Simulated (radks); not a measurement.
The numbers below are computed, except where a source is named.
Initial-state core-level shifts of the arsenic ion As+ when its valence configuration changes from [Ar] 3d10 4s2 4p2. Code: a radial shooting solver on a logarithmic mesh with Libxc functionals. Model: Dirac Kohn-Sham, PBE, spin-unpolarised, spherical densities, finite nucleus; open shells fill j = l - 1/2 first; Fermi nuclear charge, rms radius 4.0968 fm. Shifts are changes of the shell-averaged eigenvalues in eV (positive: less bound); the change of the density at the nucleus, which sets a Mossbauer isomer shift, is in e/bohr^3, on a base of 3.557e+04.

valence,1s,2s,2p,3s,density at nucleus
3d10 4s1 4p3,-1.793,-1.724,-1.721,-1.762,-23.494
3d9 4s2 4p3,-13.389,-14.776,-14.661,-11.973,+13.869
3d10 4s1.5 4p2.5,-0.907,-0.872,-0.871,-0.891,-11.580
3d8.5 4s2 4p3.5,-20.404,-22.555,-22.382,-18.086,+21.278
3d10 4s0.5 4p3.5,-2.660,-2.557,-2.552,-2.615,-35.729
3d9.5 4s1 4p3.5,-8.310,-8.919,-8.858,-7.633,-18.445
3d8 4s2 4p4,-27.630,-30.588,-30.356,-24.274,+28.987
3d9.5 4s2 4p2.5,-6.586,-7.255,-7.199,-5.942,+6.773
